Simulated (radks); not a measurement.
Species: Cl+. Configuration: [Ne] 3s2 3p4 (the NIST ground configuration). Calculated with a radial shooting solver on a logarithmic mesh with Libxc functionals: scalar-relativistic Kohn-Sham, LDA (Slater exchange, Perdew-Wang correlation), spin-polarised, spherical densities, finite nucleus; open shells are filled with parallel spins first; Fermi nuclear charge, rms radius 3.3654 fm.

Local quantities along the radius. ELF = 1/(1 + alpha^2) is the electron localisation function; alpha = (tau - tau_W)/tau_unif compares the Pauli kinetic energy density with that of the uniform gas (summed over spins); 4 pi r^2 rho is in e/bohr; s = |grad rho|/(2 (3 pi^2)^(1/3) rho^(4/3)) is the reduced gradient. tau is taken from the large components.

| r (bohr) | ELF | alpha | 4 pi r^2 rho | s |
|---|---|---|---|---|
| 0.003882 | 1.000 | 0.01135 | 0.5563 | 0.4283 |
| 0.005095 | 1.000 | 0.01185 | 0.9158 | 0.4239 |
| 0.006634 | 1.000 | 0.01261 | 1.468 | 0.4235 |
| 0.008708 | 1.000 | 0.01379 | 2.347 | 0.4273 |
| 0.01143 | 1.000 | 0.01558 | 3.672 | 0.4357 |
| 0.015 | 1.000 | 0.01835 | 5.581 | 0.4495 |
| 0.01969 | 0.999 | 0.02281 | 8.171 | 0.4701 |
| 0.02564 | 0.999 | 0.03013 | 11.29 | 0.4990 |
| 0.03366 | 0.998 | 0.04390 | 14.80 | 0.5409 |
| 0.04418 | 0.995 | 0.07186 | 17.90 | 0.5999 |
| 0.05799 | 0.982 | 0.1359 | 19.54 | 0.6807 |
| 0.07612 | 0.917 | 0.3014 | 18.93 | 0.7803 |
| 0.09991 | 0.644 | 0.7428 | 16.36 | 0.8544 |
| 0.1301 | 0.298 | 1.534 | 13.83 | 0.7616 |
| 0.1708 | 0.260 | 1.687 | 13.66 | 0.4498 |
| 0.2241 | 0.533 | 0.9365 | 16.46 | 0.2951 |
| 0.2942 | 0.793 | 0.5106 | 19.18 | 0.3760 |
| 0.3862 | 0.861 | 0.4019 | 17.73 | 0.5650 |
| 0.5028 | 0.778 | 0.5347 | 12.02 | 0.8448 |
| 0.66 | 0.281 | 1.602 | 5.996 | 1.122 |
| 0.8663 | 0.116 | 2.754 | 3.705 | 0.6024 |
| 1.137 | 0.621 | 0.7814 | 4.163 | 0.3220 |
| 1.493 | 0.870 | 0.3859 | 4.090 | 0.5804 |
| 1.944 | 0.838 | 0.4392 | 2.648 | 0.9765 |
| 2.551 | 0.635 | 0.7587 | 1.052 | 1.712 |
| 3.348 | 0.222 | 1.871 | 0.2440 | 3.407 |
| 4.395 | 0.021 | 6.896 | 0.02968 | 8.231 |
| 5.769 | 0.001 | 41.90 | 0.001615 | 25.77 |

On this mesh the ELF has minima near r = 0.15, 0.87 bohr, which separate the shells, and maxima near 0.39 (0.86), 1.5 (0.87).

Self-consistent cycle (total energy in hartree, residual of the potential): 1: -459.249262, 2e+00; 2: -459.518248, 1e+00; 3: -459.636200, 1e-01; 4: -459.637298, 4e-02; 5: -459.637436, 1e-03; 6: -459.637434, 9e-05; 7: -459.637434, 3e-05; 8: -459.637434, 1e-05; 9: -459.637434, 6e-06; 10: -459.637434, 2e-06; 11: -459.637434, 3e-07; 12: -459.637434, 5e-09; 13: -459.637434, 1e-09.
